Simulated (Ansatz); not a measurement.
Clusters of 3 atoms, binary: PBE0-D4/def2-SVP single points in Ansatz on relaxed structures, gas phase. Each cluster is the lowest isomer that a short search found in that spin, judged at the geometry's level, and lower ones may exist. Core potentials for Sb, Te, no spin–orbit coupling. HOMO and LUMO are taken over both spins. Binding counts from free atoms in the multiplicity of their measured ground term, without zero-point energy. Singlets are spin-restricted. A dash marks a value that wasn't run or was left out as unsound. The structures are stationary points that may keep the symmetry of their start. Remarks come from the PBE and PBE0 runs and from stability tests at other levels; not every state was tested.

```
species  atoms    state             geometry  HOMO (eV)  LUMO (eV)  gap (eV)  binding per atom (eV)  point group (within 0.1 Å)                  remarks
  LiSi2      3  doublet     PBE-D4/def2-TZVP      -5.18      -3.13      2.05                   1.94                         C2v                        –
  Na2Sb      3  doublet    PBE0-D4/def2-TZVP      -3.91      -1.54      2.37                      –                         C2v                        –
  GeTe2      3  singlet  r2SCAN-D4/def2-TZVP      -5.74      -2.86      2.88                   2.24                         C2v                        –
 SbTe2⁺      3  singlet     PBE0-D4/def2-SVP     -10.99      -9.03      1.96                      –                         C2v  spin states tie at PBE0
   Ge2C      3  singlet  r2SCAN-D4/def2-TZVP      -6.99      -2.53      4.46                   3.27                         C2v                        –
 GeSe2⁺      3  doublet    PBE0-D4/def2-TZVP     -12.79      -9.82      2.97                      –                         C2v                        –
```

(1) Estimate the rows for Si2C (singlet, PBE0-D4/def2-TZVP geometry); GeC2⁺ (doublet, r2SCAN-D4/def2-TZVP geometry); GeSb2 (singlet, PBE-D4/def2-TZVP geometry).

(1) 
```
species  atoms    state             geometry  HOMO (eV)  LUMO (eV)  gap (eV)  binding per atom (eV)  point group (within 0.1 Å)                              remarks
   Si2C      3  singlet    PBE0-D4/def2-TZVP      -7.21      -2.54      4.66                   3.65                         C2v                                    –
  GeC2⁺      3  doublet  r2SCAN-D4/def2-TZVP     -14.96     -10.54      4.42                      –                         C∞v  spin-contaminated (⟨S²⟩ up to 0.83)
  GeSb2      3  singlet     PBE-D4/def2-TZVP      -6.14      -3.25      2.89                   2.00                         C2v                                    –
```

The gap (eV) runs from 1.96 (SbTe2⁺) to 4.66 (Si2C).
